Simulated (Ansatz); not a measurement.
A nudged elastic band was laid between two geometries of F₃Si (4 atoms, charge 0, multiplicity 2).

Level of theory: UKS r2SCAN-D4/6-31G* in Ansatz.

- movable images: 4
- climbing image: no
- spring: 5.0 eV/Å²
- optimiser: quadratic models (default)
- start path: through a guess of the saddle point
- force threshold: 0.05 eV/Å
- iteration limit: 60
- end points: relaxed

Initial state:

```xyz
4
Properties=species:S:1:pos:R:3
F 0.793 -0.512 1.163
Si -0.286 0.216 0.237
F -1.004 -0.901 -0.651
F 0.497 1.198 -0.749
```

Final state:

```xyz
4
Properties=species:S:1:pos:R:3
F 0.602 -0.368 1.321
Si 0.286 -0.216 -0.237
F -1.195 -0.758 -0.493
F 0.307 1.342 -0.591
```

What changes between the two ends?

No bond is made or broken. The height of Si2 over the plane of its neighbours goes from -0.57 to 0.57 Å. The two ends are copies of one structure, up to a mirror image or an exchange of like atoms.

Give the energies along the band, and the barrier.

The run converged. The highest image is number 3 of 0 to 5, 1.17 eV above the ends, which have the same energy within 2 meV. No image climbed, so the highest image needn't sit at the top of the path.

| image | path coordinate (Å) | energy (eV) | height of Si2 over the plane of its neighbours (Å) |
| --- | --- | --- | --- |
| 0 | 0.00 | 0.00 | -0.57 |
| 1 | 0.26 | 0.27 | -0.42 |
| 2 | 0.52 | 1.17 | -0.15 |
| 3 | 0.78 | 1.17 | 0.15 |
| 4 | 1.04 | 0.27 | 0.42 |
| 5 | 1.31 | 0.00 | 0.57 |

What is the geometry of the highest image?


```xyz
4
Properties=species:S:1:pos:R:3
F 0.832 -0.317 1.390
Si 0.039 -0.162 -0.004
F -1.266 -0.771 -0.727
F 0.395 1.250 -0.659
```

Run time: 49 s on 1 thread of AMD EPYC 9R45 96-Core Processor (Zen 5), on a shared host, peak memory 0.17 GiB.
